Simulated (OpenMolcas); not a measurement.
La II.

```json
{
  "Program": "OpenMolcas 26.06",
  "Method": "CASSCF",
  "Basis": "ANO-R2 [8s6p5d2f1g]",
  "Scalar Hamiltonian": "X2C, finite nucleus",
  "Active space": "2 electrons in 6 orbitals (5d 6s)",
  "State averaging": "2S+1 = 3 even, 15 roots; 2S+1 = 1 even, 21 roots kept (CI in the orbitals of an earlier block)",
  "Spin-orbit coupling": "state interaction with AMFI integrals over the reference wave functions, term energies averaged over their components"
}
```

Levels without dynamic correlation, in cm⁻¹ above 5d² ³F₂:

```
         Level      E
       5d² ¹G₄  10382
5d² ³P₀ [67 %]   7299
       5d² ¹S₀  27676
```

On this reference, MS-CASPT2, IPEA 0.25 Eh, imaginary shift 0.1 Eh (closed shells correlated: 5s 5p) puts 5d² ¹G₄ at 8140 cm⁻¹.

Problem. Estimate the other levels at that method by one scale factor, and say how well it serves.

Solution. The factor is 8140 / 10382 = 0.784. Scaled values beside those that MS-CASPT2 gives and measured ones (NIST Handbook of Basic Atomic Spectroscopic Data):
```json
{"Level": "5d² ³P₀ [67 %]", "Scaled": "5722", "MS-CASPT2": "6060", "Miss (%)": "-5.6", "Measured": "5250"}
{"Level": "5d² ¹S₀", "Scaled": "21698", "MS-CASPT2": "17330", "Miss (%)": "+25.2", "Measured": ""}
```
For these levels the scaled values miss MS-CASPT2 by up to 25.2 %, as correlation changes each term by its own factor, spin-orbit parts do not scale and CASPT2 has its own spread within terms. This holds within one configuration; levels of others move differently, and the target method has errors of its own against measurement.

CASPT2 does not keep the components of a term degenerate, so their means are used; among the terms shown or strongly mixed into the levels shown the widest spread is 640 cm-1 (5d² ¹G, MS-CASPT2). Over all roots computed the reference weight is 0.86 to 0.93 in MS-CASPT2; the roots of lowest weight are the least certain, and an intruder state may touch them. Terms from blocks run as CI alone lack orbitals of their own. Configurations are named by rounded mean occupations; where the s occupation lies near a half they are strongly mixed, a name can repeat and a true partner stay unpaired. Without dynamic correlation excited terms often stand tens of per cent too high (terms of higher spin than the ground term too low), and those without a measured partner can miss by more than the paired ones (holds for CASSCF). Some terms miss by over 15 % even with CASPT2, which points to a basis or an active space too small for the shells correlated (holds for MS-CASPT2). Computed and measured levels are paired by configuration, term and J; levels that our copy of the source lacks, or whose pairing is in doubt (as where it misses far off the trend of its configuration), stay unpaired and out of the deviations. Levels of configurations outside the active space are missing.

A share in square brackets marks a mixed level and gives the weight of the term that names it, the lowest over the columns.
